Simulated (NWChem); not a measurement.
System: CH6AlOSi cation; SMILES [CH3][Al+][O][SiH3]

```xyz
10

Al    -0.6704     0.4192     0.8556
C     -1.7599     1.1140     2.2542
H     -1.9475     0.3281     3.0031
H     -2.7209     1.4587     1.8399
H     -1.2474     1.9613     2.7371
O      0.2630    -0.1736    -0.3403
Si     1.2513    -0.7919    -1.6027
H      0.3832    -1.6873    -2.4060
H      2.3613    -1.5189    -0.9393
H      1.7213     0.3865    -2.3716
```
Atoms are numbered in this order, from 1.

All runs: NWChem. Pople sets run with spherical d functions. Geometry: optimised at PBE0/def2-SVP. Atomic charges in e: unrestrained fits to the electrostatic potential beside Mulliken populations; buried atoms are poorly determined by the fit.

Predict the results for Hartree-Fock/6-31G*. Quantities: ESP Al1; Mulliken Al1; ESP C2; Mulliken C2; ESP O6; Mulliken O6; ESP Si7; Mulliken Si7; relative RMS misfit of the potential (%).


```yaml
ESP Al1: 1.37
Mulliken Al1: 1.32
ESP C2: -0.72
Mulliken C2: -0.80
ESP O6: -0.69
Mulliken O6: -0.92
ESP Si7: 0.73
Mulliken Si7: 0.93
relative RMS misfit of the potential (%): 3
```
